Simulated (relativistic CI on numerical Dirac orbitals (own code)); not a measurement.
## Pd X: computed level list

Calculated at this level of theory: Dirac-Coulomb-Breit CI, KLI orbitals optimised for each configuration, model QED (radiative potential, 1s self-energy scaled to tabulated hydrogen-like ionisation energies), unscaled Slater integrals (own radial code, finite nucleus).

CI space (outside the closed core [Ar] 3d10): 4s2 4p6 4d, 4s2 4p6 4f, 4s2 4p5 4d2, 4s2 4p6 5s, 4s2 4p6 5p, 4s 4p6 4d2, 4s2 4p5 4d 4f, 4s2 4p6 5d, 4s 4p6 4d 4f, 4s2 4p6 6s, 4s2 4p6 6p, 4s2 4p6 5f, 4s2 4p5 4d 5s, 4s2 4p6 5g, 4p6 4d3, 4p5 4d4, 4p5 4d3 4f. Double excitations out of closed p, d and f shells are left out; levels of such configurations are missing from the list, as are those of other unlisted configurations, and high levels can miss mixing partners. These lack a partner that the ground configuration has and come out too high: 4s2 4p5 4d 5s.

The lowest level is 4s2 4p6 4d 2D_3/2, with 99 % of that term; Hund's rules for 4s2 4p6 4d give 2D with J = 3/2, in agreement.

| No. | Configuration | Term | J | E (eV) | % | Landé g | jj configuration (%) |
| --- | --- | --- | --- | --- | --- | --- | --- |
| 1 | 4s2 4p6 4d | 2D | 3/2 | 0.0000 | 99 | 0.799 | 4d3/2 (99) |
| 2 | 4s2 4p6 4d | 2D | 5/2 | 0.8072 | 99 | 1.200 | 4d5/2 (99) |
| 3 | 4s2 4p6 5s | 2S | 1/2 | 44.7504 | 100 | 2.002 | 5s (100) |
| 4 | 4p5 4d2(3F) | 4D° | 1/2 | 50.3929 | 98 | 0.018 | 4p3/2^3 4d3/2^2 (64) |
| 5 | 4p5 4d2(3F) | 4D° | 3/2 | 50.6335 | 92 | 1.173 | 4p3/2^3 4d3/2^2 (51) |
| 6 | 4p5 4d2(3F) | 4D° | 5/2 | 51.0560 | 84 | 1.346 | 4p3/2^3 4d3/2 4d5/2 (76) |
| 7 | 4p5 4d2(3F) | 4D° | 7/2 | 51.7335 | 83 | 1.389 | 4p3/2^3 4d3/2 4d5/2 (58) |
| 8 | 4p5 4d2(3F) | 4G° | 11/2 | 52.8523 | 99 | 1.271 | 4p3/2^3 4d5/2^2 (72) |
| 9 | 4p5 4d2(3F) | 4G° | 9/2 | 52.8875 | 81 | 1.191 | 4p3/2^3 4d3/2 4d5/2 (91) |
| 10 | 4p5 4d2(1G) | 2F° | 5/2 | 52.9519 | 35 | 0.978 | 4p3/2^3 4d3/2^2 (58) |
| 11 | 4p5 4d2(3F) | 4G° | 7/2 | 53.1137 | 55 | 1.063 | 4p3/2^3 4d3/2^2 (63) |
| 12 | 4p5 4d2(3P) | 4P° | 5/2 | 53.4050 | 73 | 1.429 | 4p3/2^3 4d3/2 4d5/2 (67) |
| 13 | 4p5 4d2(3P) | 4P° | 3/2 | 54.0131 | 75 | 1.621 | 4p3/2^3 4d3/2 4d5/2 (49) |
| 14 | 4p5 4d2(1D) | 2F° | 7/2 | 54.1804 | 47 | 1.121 | 4p3/2^3 4d5/2^2 (39) |
| 15 | 4p5 4d2(1D) | 2D° | 3/2 | 54.4061 | 41 | 0.772 | 4p3/2^3 4d3/2^2 (54) |
| 16 | 4p5 4d2(3F) | 4G° | 5/2 | 54.6266 | 33 | 0.822 | 4p3/2^3 4d3/2 4d5/2 (33) |
| 17 | 4p5 4d2(3P) | 4P° | 1/2 | 54.8449 | 81 | 2.362 | 4p3/2^3 4d3/2 4d5/2 (72) |
| 18 | 4p5 4d2(1D) | 2D° | 5/2 | 55.1340 | 64 | 1.098 | 4p3/2^3 4d5/2^2 (73) |
| 19 | 4p5 4d2(3F) | 4F° | 9/2 | 55.4467 | 73 | 1.276 | 4p3/2^3 4d5/2^2 (73) |
| 20 | 4p5 4d2(3F) | 2G° | 7/2 | 55.4728 | 37 | 1.086 | 4p3/2^3 4d3/2 4d5/2 (73) |
| 21 | 4p5 4d2(1G) | 2H° | 11/2 | 56.2953 | 99 | 1.092 | 4p3/2^3 4d3/2 4d5/2 (72) |
| 22 | 4p5 4d2(3F) | 4F° | 3/2 | 56.3541 | 42 | 0.909 | 4p3/2^3 4d3/2 4d5/2 (56) |
| 23 | 4p5 4d2(1G) | 2F° | 7/2 | 56.5539 | 48 | 1.228 | 4p3/2^3 4d3/2 4d5/2 (73) |
| 24 | 4s2 4p6 5p | 2P° | 1/2 | 56.6013 | 92 | 0.686 | 5p1/2 (92) |
| 25 | 4p5 4d2(1D) | 2P° | 1/2 | 56.8662 | 82 | 0.832 | 4p3/2^3 4d5/2^2 (74) |
| 26 | 4p5 4d2(3F) | 4F° | 5/2 | 56.9762 | 41 | 1.010 | 4p3/2^3 4d3/2 4d5/2 (49) |
| 27 | 4p5 4d2(3F) | 2F° | 5/2 | 58.0133 | 49 | 0.866 | 4p1/2 4p3/2^4 4d3/2^2 (58) |
| 28 | 4s2 4p6 5p | 2P° | 3/2 | 58.1421 | 98 | 1.325 | 5p3/2 (98) |
| 29 | 4p5 4d2(1G) | 2H° | 9/2 | 58.4409 | 62 | 0.985 | 4p3/2^3 4d3/2 4d5/2 (65) |
| 30 | 4p5 4d2(3P) | 2D° | 3/2 | 59.1297 | 39 | 0.992 | 4p3/2^3 4d3/2 4d5/2 (35) |
| 31 | 4p5 4d2(1D) | 2F° | 7/2 | 59.2598 | 39 | 1.136 | 4p3/2^3 4d5/2^2 (62) |
| 32 | 4p5 4d2(3P) | 4D° | 5/2 | 59.4362 | 59 | 1.247 | 4p1/2 4p3/2^4 4d3/2 4d5/2 (39) |
| 33 | 4p5 4d2(3F) | 2G° | 7/2 | 59.7091 | 30 | 1.131 | 4p1/2 4p3/2^4 4d3/2 4d5/2 (59) |
| 34 | 4p5 4d2(1D) | 2D° | 3/2 | 59.8192 | 37 | 1.125 | 4p3/2^3 4d5/2^2 (35) |
| 35 | 4p5 4d2(3F) | 2F° | 7/2 | 60.7585 | 38 | 1.203 | 4p1/2 4p3/2^4 4d5/2^2 (29) |
| 36 | 4p5 4d2(3P) | 4D° | 1/2 | 60.8129 | 91 | 0.107 | 4p1/2 4p3/2^4 4d3/2^2 (34) |
| 37 | 4p5 4d2(3F) | 2G° | 9/2 | 60.9801 | 66 | 1.115 | 4p1/2 4p3/2^4 4d3/2 4d5/2 (60) |
| 38 | 4p5 4d2(3P) | 2D° | 3/2 | 62.1902 | 44 | 1.220 | 4p1/2 4p3/2^4 4d3/2 4d5/2 (52) |
| 39 | 4p5 4d2(1D) | 2F° | 5/2 | 62.1902 | 60 | 0.961 | 4p1/2 4p3/2^4 4d3/2 4d5/2 (57) |
| 40 | 4p5 4d2(3P) | 2S° | 1/2 | 62.8905 | 86 | 1.984 | 4p1/2 4p3/2^4 4d3/2 4d5/2 (55) |
| 41 | 4p5 4d2(3P) | 4S° | 3/2 | 62.9926 | 54 | 1.638 | 4p1/2 4p3/2^4 4d5/2^2 (29) |
| 42 | 4p5 4d2(1G) | 2G° | 7/2 | 63.4900 | 86 | 0.930 | 4p1/2 4p3/2^4 4d5/2^2 (32) |
| 43 | 4p5 4d2(1G) | 2G° | 9/2 | 63.9994 | 73 | 1.066 | 4p1/2 4p3/2^4 4d5/2^2 (50) |
| 44 | 4p5 4d2(3P) | 2D° | 5/2 | 64.1280 | 62 | 1.155 | 4p1/2 4p3/2^4 4d5/2^2 (79) |
| 45 | 4p5 4d2(1S) | 2P° | 3/2 | 64.4697 | 85 | 1.352 | 4p3/2^3 4d5/2^2 (46) |

Energies count from the lowest computed level; ° marks odd parity. Percentages are summed over parent terms; the parents shown are those of the largest component, closed shells are left out there. Filled j subshells are mostly left out of the jj labels.

The mean weight of the leading LS term, summed over parents, in these 45 levels is 67 %, and that of the leading jj configuration (from the same eigenvectors) 61 %.

At this charge energies of transitions that change n are usually good to better than 1 %, and those within a shell (Δn = 0) to a few per cent.

LS names give the leading component of a level, which can be under half, so a name can repeat, a term be missing and a line seem to break the LS rules.
